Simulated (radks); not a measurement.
Species: Tc9+. Configuration: [Ar] 3d10 4s2 4p4. All-electron calculation, scalar-relativistic Kohn-Sham, PBE, spin-polarised, spherical densities, point nucleus; open shells are filled with parallel spins first (spin-orbit coupling, left out, can overturn this in heavy ions). Program: a radial shooting solver on a logarithmic mesh with Libxc functionals.

Normalised radial functions P(r) = r R(r), r in bohr:

```
   r/bohr * 4p up, o 4d up, + 4d down (the largest magnitude, 1.05, reaches the edge; | marks zero, & curves that meet)
 0.002521                             &
 0.003731                             &
 0.005477                             &
 0.008042                             &*
  0.01181                             &*
  0.01747                             & *
  0.02565                             &   *
  0.03766                             |&     *
  0.05529                             | &      *
  0.08183                             |   &     *
   0.1201                             |     * &
   0.1764                         *   |           &
    0.259              *              |             &
   0.3832                 *           |        &
   0.5626                       &     |      *
    0.826       &                     |                          *
    1.213   o+                        |                        *
    1.795               &             |        *
    2.635                          &  |*
    3.869                             &
```

4p up: eigenvalue -184.84 eV, 2 radial nodes at r = 0.155, 0.500 bohr, <r> = 1.05 bohr, 90 % of the charge inside 1.51 bohr. 4d up (empty): eigenvalue -137.06 eV, 1 radial node at r = 0.490 bohr, <r> = 1.18 bohr, 90 % of the charge inside 1.73 bohr. 4d down (empty): eigenvalue -133.86 eV, 1 radial node at r = 0.489 bohr, <r> = 1.19 bohr, 90 % of the charge inside 1.75 bohr.
